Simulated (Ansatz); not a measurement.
Cost and result for the atomization energy of CH7NSSi2 (`[SiH3][SiH]1NCS1`) (12 atoms, 12 bonds).

| atom | x (Å) | y (Å) | z (Å) |
| --- | --- | --- | --- |
| Si1 | 1.8892 | 1.0181 | -0.4640 |
| Si2 | -0.1077 | 0.5566 | 0.6816 |
| N3 | -1.4296 | -0.0527 | -0.2431 |
| C4 | -1.4446 | -1.4398 | 0.1882 |
| S5 | -0.2131 | -1.3903 | 1.5683 |
| H6 | 1.7718 | 2.2706 | -1.2645 |
| H7 | 3.0057 | 1.1901 | 0.5062 |
| H8 | 2.2136 | -0.1043 | -1.3849 |
| H9 | -0.4261 | 1.7006 | 1.5850 |
| H10 | -1.7408 | 0.1602 | -1.1758 |
| H11 | -2.4138 | -1.7635 | 0.5782 |
| H12 | -1.1046 | -2.1456 | -0.5753 |

The species carries charge 0 and has multiplicity 1. Geometry: relaxed with PBE0-D4/def2-TZVP. Program: Ansatz. All runs use 4 threads of an Arm Neoverse V1 on a shared host. Times are those of one run each, without the atoms' runs, and a repeat can differ threefold. Electronic energies, without spin–orbit coupling; frozen cores. CCSD(T)/CBS adds CCSD(T) − MP2 in def2-TZVPP to the MP2 limit, and its time is that of the two runs behind it. T1 = 0.012. B3LYP takes the VWN-RPA correlation (the form of Gaussian; ORCA's B3LYP/G).

CCSD(T)/CBS is a level of theory with its own doubt, some kJ/mol a heavy atom from the limit and from the frozen cores, so smaller differences don't rank the functionals.

```
                             level  functions  wall time
   PBE-D4/def2-TZVPP (with forces)        286      3.5 s
                PBE0-D4/def2-TZVPP        286      4.7 s
r2SCAN-D4/def2-TZVPP (with forces)        286        7 s
 B3LYP-D4/def2-TZVPP (with forces)        286        7 s
                 B2PLYP/def2-TZVPP        286      8.5 s
                ωB97X-V/def2-TZVPP        286       11 s
  ωB97M-V/def2-TZVPP (with forces)        286       17 s
                    MP2/def2-QZVPP        534       31 s
                CCSD(T)/def2-TZVPP        286    3.8 min
                 CCSD(T)/CBS(def2)          –    4.3 min
```

**Question.** What atomization energy does each give, and how far from CCSD(T)/CBS? (Best estimate.)

**Answer.** Computed: 
```json
{"level": "PBE-D4/def2-TZVPP (with forces)", "atomization (kJ/mol)": "4047.6", "difference from CCSD(T)/CBS": "51.8", "per bond": "4.3"}
{"level": "PBE0-D4/def2-TZVPP", "atomization (kJ/mol)": "3996.6", "difference from CCSD(T)/CBS": "0.8", "per bond": "0.1"}
{"level": "r2SCAN-D4/def2-TZVPP (with forces)", "atomization (kJ/mol)": "3995.2", "difference from CCSD(T)/CBS": "-0.6", "per bond": "-0.1"}
{"level": "B3LYP-D4/def2-TZVPP (with forces)", "atomization (kJ/mol)": "3991.4", "difference from CCSD(T)/CBS": "-4.4", "per bond": "-0.4"}
{"level": "B2PLYP/def2-TZVPP", "atomization (kJ/mol)": "3930.4", "difference from CCSD(T)/CBS": "-65.4", "per bond": "-5.5"}
{"level": "ωB97X-V/def2-TZVPP", "atomization (kJ/mol)": "4036.9", "difference from CCSD(T)/CBS": "41.1", "per bond": "3.4"}
{"level": "ωB97M-V/def2-TZVPP (with forces)", "atomization (kJ/mol)": "4013.4", "difference from CCSD(T)/CBS": "17.6", "per bond": "1.5"}
{"level": "MP2/def2-QZVPP", "atomization (kJ/mol)": "3976.0", "difference from CCSD(T)/CBS": "-19.8", "per bond": "-1.7"}
{"level": "CCSD(T)/def2-TZVPP", "atomization (kJ/mol)": "3868.9", "difference from CCSD(T)/CBS": "-126.9", "per bond": "-10.6"}
{"level": "CCSD(T)/CBS(def2)", "atomization (kJ/mol)": "3995.8", "difference from CCSD(T)/CBS": "0.0", "per bond": "0.0"}
```

In def2-TZVPP, CCSD(T) changes the Hartree–Fock value by +1028.6 kJ/mol (the triples alone add +61.9 kJ/mol) and MP2 by +1060.2 kJ/mol; breaking electron pairs costs correlation energy, which Hartree–Fock lacks. From PBE to PBE0 (25 % exact exchange), in def2-TZVPP and without D4, the atomization energy moves by −46.3 kJ/mol: exact exchange takes away binding that semilocal exchange gives to molecules. The D4 term adds +53.3 kJ/mol with B3LYP and +28.0 kJ/mol with PBE0; it sums over pairs of atoms, weighted by their polarisabilities, and B3LYP, whose exchange is more repulsive, gets the larger term.
